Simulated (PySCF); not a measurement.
This PySCF input asks for the NMR shieldings of SMILES C(C[O+]1[GaH2-][O+](C)[GaH2-]1)F, C₃H₁₁FGa₂O₂; the geometry comes from GFN2-xTB.

```python
import basis_set_exchange as bse
import numpy as np
from pyscf import gto, dft
from pyscf.prop import nmr

atoms = """
C    -3.098217    0.342247   -0.474018
O    -1.744367   -0.008640   -0.211845
Ga   -0.959359   -1.439832    0.788014
O     0.639994   -0.354298    0.511072
C     2.009787   -0.447605    0.826193
C     2.798695    0.225192   -0.289156
F     2.220562    1.488903   -0.479536
Ga   -0.134275    1.096377   -0.635949
H    -3.741834   -0.043835    0.322287
H    -3.419601   -0.076250   -1.432323
H    -3.186413    1.433240   -0.514936
H    -1.443082   -1.399093    2.253141
H    -0.791011   -2.742845   -0.026202
H     2.314338   -1.497856    0.916208
H     2.209638    0.068930    1.773541
H     3.850036    0.383958   -0.041446
H     2.675876   -0.303216   -1.239194
H     0.163648    0.850347   -2.126061
H    -0.374220    2.433527    0.072749
"""
names = dict.fromkeys(["C", "O", "Ga", "F", "H"], "pcSseg-1")
basis = {el: gto.basis.parse(bse.get_basis(n, elements=[el], fmt="nwchem")) for el, n in names.items()}
mol = gto.M(atom=atoms, basis=basis, charge=0, verbose=0)
mf = dft.RKS(mol, xc="PBE0")
mf.grids.level = 2
mf.grids.alignment = dft.numint.BLKSIZE   # the property module wants whole blocks of grid points
mf.conv_tol = 1e-9
mf.kernel()

calc = nmr.RKS(mf)   # GIAO
C = mf.mo_coeff
Co = C[:, mf.mo_occ > 0]
resp = mf.gen_response(singlet=True, hermi=2)
def vind(x):   # induced exchange potential for any number of trial vectors
    d = np.einsum("pi,xij,qj->xpq", C, 2 * x.reshape(-1, C.shape[1], Co.shape[1]), Co, optimize=True)
    return np.einsum("xpq,pi,qj->xij", resp(d - d.transpose(0, 2, 1)), C, Co, optimize=True).ravel()
mo1, _ = nmr.rhf.solve_mo1(calc, with_cphf=vind)
sigma = calc.kernel(mo1)
for i, s in enumerate(sigma):   # ppm
    print("%2d %-2s %9.2f" % (i, mol.atom_pure_symbol(i), np.trace(s) / 3))
```

Q: What does it print?

A: 
```
 0 C     131.40
 1 O     332.04
 2 Ga   1463.19
 3 O     322.13
 4 C     120.89
 5 C      96.16
 6 F     422.21
 7 Ga   1506.53
 8 H      27.87
 9 H      27.87
10 H      27.86
11 H      26.84
12 H      26.81
13 H      27.78
14 H      27.35
15 H      26.77
16 H      26.59
17 H      26.97
18 H      27.05
```

These numbers come from an equivalent density-fitted implementation of the same equations, which agrees with the script to about 0.01 ppm for H and up to a few tenths of a ppm for heavy atoms, so last digits may differ.

Relativistic effects, spin–orbit coupling among them, are left out; they matter for Ga and for the light atoms bonded to it.

Size and cost of the density-fitted run: 239 basis functions, 100 s wall time on 1 thread of an Arm Neoverse N1, shared host.
